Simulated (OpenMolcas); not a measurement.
Tc5+: moving or changing the point charges

Tc5+ among 8 point charges of -1.2 e arranged as a cube (Oh), 1.81 Å from the ion.
```
   1.0450    1.0450    1.0450  -1.20
   1.0450    1.0450   -1.0450  -1.20
   1.0450   -1.0450    1.0450  -1.20
   1.0450   -1.0450   -1.0450  -1.20
  -1.0450    1.0450    1.0450  -1.20
  -1.0450    1.0450   -1.0450  -1.20
  -1.0450   -1.0450    1.0450  -1.20
  -1.0450   -1.0450   -1.0450  -1.20
```

| Property | Result |
| --- | --- |
| Program | OpenMolcas |
| Method | SS-CASPT2, IPEA 0.25 Eh, imaginary shift 0.1 Eh (closed shells correlated: 4s 4p) |
| Basis | ANO-RCC-VDZP [6s5p3d1f] |
| Scalar Hamiltonian | DKH2, point nucleus |
| Active space | 2 electrons in 5 orbitals (4d) |
| State averaging | 2S+1 = 3 even, 10 roots; 2S+1 = 1 even, 15 roots |
| Spin-orbit coupling | RASSI with atomic mean-field integrals over the reference wave functions |

Runs around this geometry, states (labels of O, the rotations of Oh). Energies in cm-1 above the lowest state or level, χT in cm3 K/mol.

```tsv
R (Å)	q (e)	Ground state	First state of that spin	First gap with spin-orbit (degeneracies)	χT at 300 K	First state of another spin
1.81	-0.96	3A2	3T2 5160	4750 (3, 2)	0.391	1E 12210
1.81	-1.2	3A2	3T2 6520	6010 (3, 2)	0.478	1E 12340
1.93	-1.2	3A2	3T2 4970	4360 (3, 2)	0.374	1E 12140
```

Taking the first state of the same spin as R^-n, n = -ln(4970 / 6520) / ln(1.93 / 1.81) = 4.2 between the shortest and longest distance.

Scaling the charges by -0.96 / -1.2 = 0.80 scales the first state of the same spin by 5160 / 6520 = 0.79; with fixed orbitals a first-order splitting would follow the charge.

Roots that are degenerate in the reference are averaged as groups; the widest CASPT2 spread within a group is 420 cm-1 (the 3-fold group of multiplicity 1 near 22400 cm-1 above the lowest state of its run, R = 1.81, q = -0.96). Shifts and gaps below about the spread of the groups concerned are not significant. Free-ion shares, where given, are those of the reference states; single-state CASPT2 does not remix them. This is an electrostatic model: the charges have no orbitals. No measured value stands beside these numbers.
